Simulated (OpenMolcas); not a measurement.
A calculation on Ar6+.

```json
{
  "Program": "OpenMolcas 26.06",
  "Method": "CASSCF",
  "Basis": "ANO-RCC-VQZP [6s5p3d2f1g]",
  "Scalar Hamiltonian": "DKH2, point nucleus",
  "Active space": "2 electrons in 8 orbitals (3s 3p 4s 4p)",
  "State averaging": "2S+1 = 3 even, 3 roots; 2S+1 = 1 even, 6 roots; 2S+1 = 3 odd, 3 roots; 2S+1 = 1 odd, 3 roots",
  "Spin-orbit coupling": "state interaction with AMFI integrals over the reference wave functions, term energies averaged over their components"
}
```

**Question.** Which level of the active space comes out lowest?

**Answer.** 3s2 1S0, with 100 % of that term; it is also the measured ground level.

**Question.** How high does 3s 3p 3P* 1 lie?

**Answer.** 114016 cm-1 above the lowest level; measured 113906 cm-1 above the ground level, so the calculation is off by 0 %.

**Question.** How high does 3s 3p 1P* 1 lie?

**Answer.** 186927 cm-1 above the lowest level; measured 170722 cm-1 above the ground level, so the calculation is off by +9 %.

**Question.** How high does 3s 3p 3P* 2 lie?

**Answer.** 115548 cm-1 above the lowest level; measured 115590 cm-1 above the ground level, so the calculation is off by 0 %.

Measured values: Saloman, J. Phys. Chem. Ref. Data 39, 033101 (2010).

Active for correlation alone: 4p 4s; no level in the range computed is led by a configuration that fills them, so any true level of that kind is missing. Measured partners are found by configuration, term and J. A level has none where our copy of the source lacks it or the pairing is in doubt (some pairs that miss far off the trend of their configuration count as doubtful), and it then counts in no deviation. Only configurations of the active space appear.

* marks odd parity.
